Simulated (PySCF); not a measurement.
C₂H₁₁NSi₃, SMILES C[SiH2][Si@H]1[SiH2]NC1. Atoms are numbered in the order given.

```xyz
17

C      3.1915     0.8719     0.4414
Si     1.6960    -0.0842     1.0861
Si     0.1173    -0.4976    -0.5938
C     -0.8344     1.1072    -1.1434
N     -2.1313     0.7674    -0.5466
Si    -2.1003    -0.8680     0.0627
H      3.7215     0.2973    -0.3344
H      3.9026     1.0823     1.2563
H      2.8838     1.8339     0.0019
H      1.0067     0.7062     2.1567
H      2.1396    -1.3801     1.6937
H      0.6947    -1.2819    -1.7332
H     -0.4011     2.0420    -0.7343
H     -0.8637     1.2152    -2.2467
H     -2.8947     1.4329    -0.6361
H     -2.9415    -1.8764    -0.6688
H     -2.4542    -1.0211     1.5130
```

Coordinates come from a r2SCAN-D4/def2-SVP optimisation. The structure was generated by enumeration; whether it is a known compound was not checked. One conformer was computed; it need not be the lowest.

Two levels are set side by side: PBE/pcSseg-1 (PySCF) and KT2/pcSseg-1 (PySCF). GIAO shifts against NH3 (¹⁵N), TMS (²⁹Si), TMS (¹H), TMS (¹³C) at the same level; non-relativistic, no solvent, atoms listed together averaged. Differences are taken from unrounded values.

```csv
quantity,KT2
δ(¹³C) of C1 (ppm),-6.1
δ(²⁹Si) of Si2 (ppm),-65.4
δ(²⁹Si) of Si3 (ppm),-45.3
δ(¹³C) of C4 (ppm),46.9
δ(¹⁵N) of N5 (ppm),34.0
δ(²⁹Si) of Si6 (ppm),-15.5
δ(¹H) of H12 (ppm),4.95
δ(¹H) of H15 (ppm),0.19
```

Problem. What does PBE give, and how far is it from KT2? (Estimate from the structure and the level; the computed values follow.)

Solution. 
| quantity | PBE | PBE minus KT2 |
|---|---|---|
| δ(¹³C) of C1 (ppm) | -6.4 | -0.3 |
| δ(²⁹Si) of Si2 (ppm) | -66.4 | -1.0 |
| δ(²⁹Si) of Si3 (ppm) | -48.5 | -3.1 |
| δ(¹³C) of C4 (ppm) | 45.6 | -1.3 |
| δ(¹⁵N) of N5 (ppm) | 35.1 | 1.1 |
| δ(²⁹Si) of Si6 (ppm) | -21.6 | -6.1 |
| δ(¹H) of H12 (ppm) | 4.93 | -0.02 |
| δ(¹H) of H15 (ppm) | 0.13 | -0.06 |

Rough cost on one machine, each run with all the roots and properties that it gave: KT2 against PBE within a factor of 2.
